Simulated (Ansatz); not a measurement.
Cost and result for the atomization energy of H₈OSi₃, SMILES `O[SiH]([SiH3])[SiH3]` (12 atoms, 11 bonds).

| atom | x (Å) | y (Å) | z (Å) |
| --- | --- | --- | --- |
| O1 | -0.3944 | -1.4972 | -1.4487 |
| Si2 | 0.4025 | -0.3492 | -0.5530 |
| Si3 | -0.6441 | 1.6975 | -0.9847 |
| Si4 | 0.3691 | -0.8334 | 1.7452 |
| H5 | -0.0857 | -2.4020 | -1.3795 |
| H6 | 1.8393 | -0.2564 | -0.9598 |
| H7 | 0.0658 | 2.7558 | -0.2144 |
| H8 | -2.0637 | 1.6607 | -0.5426 |
| H9 | -0.5948 | 2.0416 | -2.4308 |
| H10 | 0.9338 | -2.1880 | 2.0076 |
| H11 | -1.0185 | -0.7978 | 2.2816 |
| H12 | 1.1907 | 0.1683 | 2.4791 |

Total charge 0; spin multiplicity 1. All single points use the PBE0-D4/def2-TZVP geometry. It is one conformer, not always the lowest. Program: Ansatz. All runs use 4 threads of an Arm Neoverse V2 on a shared host. Times are those of one run each, without the atoms' runs, and a repeat can differ threefold. Electronic energies, without spin–orbit coupling; frozen cores. CCSD(T)/CBS adds CCSD(T) − MP2 in def2-TZVPP to the MP2 limit, and its time is that of the two runs behind it. T1 = 0.013. B3LYP takes the VWN-RPA correlation (the form of Gaussian; ORCA's B3LYP/G).

CCSD(T)/CBS is a level of theory with its own doubt, some kJ/mol a heavy atom from the limit and from the frozen cores, so smaller differences don't rank the functionals.

```
                            level  functions  wall time
           LDA (SPW92)/def2-TZVPP        269      1.8 s
             revPBE-D4/def2-TZVPP        269        2 s
               BLYP-D4/def2-TZVPP        269      2.1 s
                 CCSD(T)/def2-SVP        108      3.3 s
              BHLYP-D4/def2-TZVPP        269      3.8 s
B3LYP-D4/def2-TZVPP (with forces)        269      5.5 s
            r2SCANh-D4/def2-TZVPP        269        6 s
              PBE-QIDH/def2-TZVPP        269        6 s
               ωB97X-V/def2-TZVPP        269      8.5 s
 ωB97M-V/def2-TZVPP (with forces)        269       13 s
                   MP2/def2-QZVPP        507       27 s
               CCSD(T)/def2-TZVPP        269      2 min
                CCSD(T)/CBS(def2)          –    2.5 min
```

(1) What atomization energy does each give, and how far from CCSD(T)/CBS? (Estimate.)

## Answers

(1) Computed: 
```
                            level  atomization (kJ/mol)  difference from CCSD(T)/CBS  per bond
           LDA (SPW92)/def2-TZVPP                4087.2                        385.8      35.1
             revPBE-D4/def2-TZVPP                3599.1                       -102.3      -9.3
               BLYP-D4/def2-TZVPP                3646.8                        -54.6      -5.0
                 CCSD(T)/def2-SVP                3413.2                       -288.2     -26.2
              BHLYP-D4/def2-TZVPP                3631.2                        -70.2      -6.4
B3LYP-D4/def2-TZVPP (with forces)                3682.5                        -18.9      -1.7
            r2SCANh-D4/def2-TZVPP                3671.1                        -30.3      -2.8
              PBE-QIDH/def2-TZVPP                3628.0                        -73.4      -6.7
               ωB97X-V/def2-TZVPP                3721.9                         20.5       1.9
 ωB97M-V/def2-TZVPP (with forces)                3686.0                        -15.4      -1.4
                   MP2/def2-QZVPP                3642.8                        -58.6      -5.3
               CCSD(T)/def2-TZVPP                3599.7                       -101.7      -9.3
                CCSD(T)/CBS(def2)                3701.4                          0.0       0.0
```

The D4 term adds +43.2 kJ/mol with B3LYP and +23.0 kJ/mol with PBE0; it sums over pairs of atoms, weighted by their polarisabilities, and B3LYP, whose exchange is more repulsive, gets the larger term. Leaving LDA and LC-ωPBE aside and taking each functional with its dispersion term where it has one, the values spread over 122.8 kJ/mol, from revPBE-D4 to ωB97X-V. LDA lies +459.1 kJ/mol from PBE without D4, its usual overbinding. From r2SCAN to r2SCAN0 (25 % exact exchange), in def2-TZVPP and without D4, the atomization energy moves by −37.0 kJ/mol: exact exchange takes away binding that semilocal exchange gives to molecules.
